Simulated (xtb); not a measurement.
Zn(Me)(GeH3) (CH₆GeZn), SMILES [CH3][Zn][GeH3]. All values are semi-empirical tight-binding results from xtb (GFN2-xTB unless named), good for trends rather than for accurate numbers. The structure is a stationary point at GFN2-xTB. The structure was generated by enumeration; whether it is a known compound was not checked.

For metal compounds this method's bond lengths and energies can be far off.

Computed properties:
| Quantity | Value |
|---|---|
| orbital gap | 5.01 eV |
| zero-point energy | 34.8 kcal/mol |
| G − E(el) at 298.15 K (modified RRHO) | 14.3 kcal/mol |
